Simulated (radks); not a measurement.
Results of a calculation; reference values are marked as such.
The tantalum ion Ta2+ inside a hard spherical wall (all orbitals vanish at R), configuration held at [Xe] 4f14 5d3 and not refilled when levels cross. Code: a radial shooting solver on a logarithmic mesh with Libxc functionals. Model: scalar-relativistic Kohn-Sham, PBE, spin-unpolarised, spherical densities, point nucleus. Eigenvalues in eV, with the zero of energy where the potential of the charges vanishes at infinity; a dash marks a level that is unbound or too diffuse for the functional's potential to be trusted. A positive occupied level is held by the wall or, in an anion where self-interaction has pushed it up, behind a barrier. The pressure on the wall is -dE/dV.

| R (bohr) | E (hartree) | kinetic (hartree) | e(5s) | e(5p) | e(4f) | e(6s, empty) | e(5d) | e(6p, empty) | pressure (GPa) |
|---|---|---|---|---|---|---|---|---|---|
| free | -15603.6980 | 17147.207 | -88.554 | -54.955 | -40.268 | -18.433 | -18.312 | -12.541 | 0 |
| 20 | -15603.6980 | 17147.207 | -88.554 | -54.955 | -40.268 | -18.433 | -18.312 | -12.541 | < 0.0001 |
| 15 | -15603.6980 | 17147.207 | -88.554 | -54.955 | -40.268 | -18.433 | -18.312 | -12.541 | < 0.0001 |
| 10 | -15603.6980 | 17147.207 | -88.554 | -54.955 | -40.267 | -18.433 | -18.312 | -12.537 | < 0.0001 |
| 7 | -15603.6974 | 17147.214 | -88.516 | -54.918 | -40.228 | -18.373 | -18.278 | -12.265 | 0.0521 |
| 6 | -15603.6944 | 17147.240 | -88.381 | -54.790 | -40.090 | -18.137 | -18.152 | -11.595 | 0.415 |
| 5 | -15603.6776 | 17147.354 | -87.886 | -54.326 | -39.577 | -17.121 | -17.651 | -9.462 | 3.24 |
| 3.5 | -15603.4296 | 17148.616 | -84.622 | -51.261 | -36.045 | -7.299 | -13.424 | 6.006 | 93.4 |
| 3 | -15602.9961 | 17150.754 | -81.355 | -48.013 | -32.282 | 5.199 | -8.370 | 23.171 | 372 |
| 2.5 | -15601.5952 | 17157.514 | -74.225 | -40.251 | -23.823 | 34.917 | 3.499 | 60.601 | 1860 |
| 1.5 | -15570.0405 | 17280.719 | 13.215 | 64.202 | 57.070 | 357.41 | 140.37 | 418.43 | 115000 |
